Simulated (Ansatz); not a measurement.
Geometry optimisation, RKS PBE/def2-SVP (Ansatz 0.2.0).

Input:

```yaml
crystal:
  periodic: [false, false, false]
  atoms:
    - { symbol: Mo, position_ang: [-0.07, -0.067036, -0.237372] }
    - { symbol: F, position_ang: [0.096425, 0.114887, 1.566661] }
    - { symbol: Cl, position_ang: [2.220772, -0.087674, -0.496404] }
    - { symbol: Cl, position_ang: [-0.113968, 2.221397, -0.514043] }
    - { symbol: Cl, position_ang: [-2.375835, -0.057684, 0.074803] }
    - { symbol: Cl, position_ang: [-0.038652, -2.370273, 0.092434] }
    - { symbol: Cl, position_ang: [-0.382503, -0.39909, -2.505289] }
    - { symbol: Br, position_ang: [2.074511, 2.116751, 1.886624] }
    - { symbol: H, position_ang: [1.264951, 1.316224, 2.867087] }
basis:
  gaussian: { orbitals: def2-SVP }
hamiltonian:
  xc: pbe
relax:
  f_tol: 0.03
  max_steps: 50
```

Run as:

```bash
$ ansatz run input.yaml --threads 4 --pin off --max-ram 5120MiB --backend cpu --events-out ev --progress --plain --runs-dir out
```

Problem. Where does it end, and by what steps?

Solution. It converged. After 11 steps the energy has fallen by 0.405 eV; Br8 moved furthest, 0.62 Å.

```json
{"step": "0", "energy less start (eV)": "0.0000", "largest force component (eV/Å)": "2.113", "accepted": "yes"}
{"step": "1", "energy less start (eV)": "-0.2744", "largest force component (eV/Å)": "0.606", "accepted": "yes"}
{"step": "2", "energy less start (eV)": "-0.3444", "largest force component (eV/Å)": "0.185", "accepted": "yes"}
{"step": "3", "energy less start (eV)": "-0.3811", "largest force component (eV/Å)": "0.084", "accepted": "yes"}
{"step": "4", "energy less start (eV)": "-0.3865", "largest force component (eV/Å)": "0.228", "accepted": "yes"}
{"step": "5", "energy less start (eV)": "-0.3887", "largest force component (eV/Å)": "0.182", "accepted": "yes"}
{"step": "6", "energy less start (eV)": "-0.3934", "largest force component (eV/Å)": "0.092", "accepted": "yes"}
{"step": "7", "energy less start (eV)": "-0.3985", "largest force component (eV/Å)": "0.088", "accepted": "yes"}
{"step": "8", "energy less start (eV)": "-0.4028", "largest force component (eV/Å)": "0.162", "accepted": "yes"}
{"step": "9", "energy less start (eV)": "-0.4045", "largest force component (eV/Å)": "0.117", "accepted": "yes"}
{"step": "10", "energy less start (eV)": "-0.4051", "largest force component (eV/Å)": "0.036", "accepted": "yes"}
{"step": "11", "energy less start (eV)": "-0.4051", "largest force component (eV/Å)": "0.023", "accepted": "yes"}
```

```xyz
9
Properties=species:S:1:pos:R:3
Mo -0.145 -0.142 -0.278
F 0.040 0.060 1.598
Cl 2.161 -0.133 -0.415
Cl -0.160 2.162 -0.434
Cl -2.441 -0.142 0.015
Cl -0.121 -2.435 0.033
Cl -0.357 -0.375 -2.550
Br 2.356 2.409 2.350
H 1.343 1.384 2.416
```

Whether the end is a true minimum wasn't checked by a vibrational analysis.

Run time: 45 s on 4 threads of Arm Neoverse V2, with other jobs on the host, peak memory 0.35 GiB.
